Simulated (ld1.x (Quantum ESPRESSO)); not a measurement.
How hard is this platinum (Pt) TM potential?

ld1.x (Quantum ESPRESSO) 7.5 input, shortened:

```
&input
   title='Pt', zed=78., rel=1, dft='PZ', iswitch=3,
   config='[Xe] 4f14 5d9 6s0.5 6p0'
 /
 &inputp
   pseudotype=2, tm=.true., lloc=0,
   nlcc=.true., rcore=0.55
 /
3
5P  2  1   6.00   0.00  1.20  1.20  0.0
5D  3  2   9.00   0.00  1.30  1.30  0.0
6S  1  0   0.50   0.00  1.85  1.85  0.0
 &test
   configts(1)='5p6 5d9 6s0.5 6p0'
 /
```

The pseudo-atom Hamiltonian at the reference potential is diagonalised in spherical Bessel functions j_l(qr) that vanish at 20 bohr, with q² up to the cutoff. All-electron valence levels (Ry): 5p -4.4324, 6p -0.2763, 5d -0.7608, 6s -0.6993.

**Question.** How do the lowest levels (Ry) of each channel move with the cutoff, and are there ghosts?

**Answer.**

```tsv
cutoff (Ry)	p #1	p #2	d #1	d #2	s #1	s #2	f #1	f #2	Σ f·Δε (mRy)
8	-2.6995	-0.1913	-0.1297	-0.0014	-0.6641	-0.0945	0.0377	0.1506	16094.9
18	-4.2095	-0.2346	-0.5506	-0.0218	-0.6926	-0.0983	0.0377	0.1506	3232.4
30	-4.2595	-0.2351	-0.7425	-0.0244	-0.6962	-0.0988	0.0377	0.1506	1203.2
50	-4.3894	-0.2359	-0.7597	-0.0246	-0.6988	-0.0991	0.0377	0.1506	267.6
70	-4.4256	-0.2363	-0.7605	-0.0246	-0.6992	-0.0991	0.0377	0.1506	43.3
110	-4.4298	-0.2364	-0.7607	-0.0246	-0.6993	-0.0992	0.0377	0.1506	16.2
160	-4.4323	-0.2364	-0.7607	-0.0246	-0.6993	-0.0992	0.0377	0.1506	1.1
260	-4.4324	-0.2364	-0.7607	-0.0246	-0.6993	-0.0992	0.0377	0.1506	0.1
400	-4.4325	-0.2364	-0.7607	-0.0246	-0.6993	-0.0992	0.0377	0.1506	0.0
```

Result: no extra level below or beside the all-electron valence levels (p, d, s, f tested); 10 mRy is reached at 120 Ry and 1 mRy at 200 Ry.

Its largest configuration-test error is -566 meV.
